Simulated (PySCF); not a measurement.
Isomers of C8H8S. The calculation used TDDFT PBE0/def2-SVPD, vertical, gas phase, core orbitals frozen in the response in PySCF 2.14.0, density-fitted response routines. Geometries: GFN2-xTB; one conformer of each isolated species. Triplets are in the Tamm–Dancoff approximation.

A. `C1=C(c2cccs2)CC1`
B. `S[C@H]1Cc2ccccc21`
C. `C=C1C=C(C(C)=S)C1=C`

Lowest singlet levels (six at most, fewer where fewer were computed) with oscillator strengths:

1. 657 nm (f 0.000); 375 nm (f 0.036); 328 nm (f 0.446); 263 nm (f 0.000); 243 nm (f 0.075); 240 nm (f 0.000); T1 1.45 eV
2. 279 nm (f 0.361); 234 nm (f 0.054); 227 nm (f 0.000); 211 nm (f 0.000); 203 nm (f 0.037); 197 nm (f 0.008); T1 2.74 eV
3. 248 nm (f 0.017); 235 nm (f 0.030); 220 nm (f 0.046); 218 nm (f 0.003); 207 nm (f 0.020); 194 nm (f 0.017); T1 4.06 eV

Question: Match each spectrum to its molecule.

Answer: 1 = C, 2 = A, 3 = B.
- A: S1 at 4.44 eV, HOMO→LUMO (97%); Löwdin shares by element: HOMO carbon 63% or more (atoms not listed hold the other 37%); LUMO carbon 44% or more, sulfur 15% (atoms not listed hold the other 41%); HOMO -6.09 and LUMO -1.17 eV; point group Cs, 2 of its 6 listed states under f = 0.0005.
- B: S1 at 4.99 eV, HOMO→LUMO (87%); Löwdin shares by element: HOMO sulfur 66%, carbon 14% or more, hydrogen 6% or more; LUMO carbon 59% or more (atoms not listed hold the other 41%); HOMO -6.79 and LUMO -0.66 eV.
- C: S1 at 1.89 eV, HOMO→LUMO (99%); Löwdin shares by element: HOMO sulfur 75%, carbon 16% or more; LUMO carbon 47% or more, sulfur 31% (atoms not listed hold the other 23%); HOMO -6.41 and LUMO -3.05 eV.
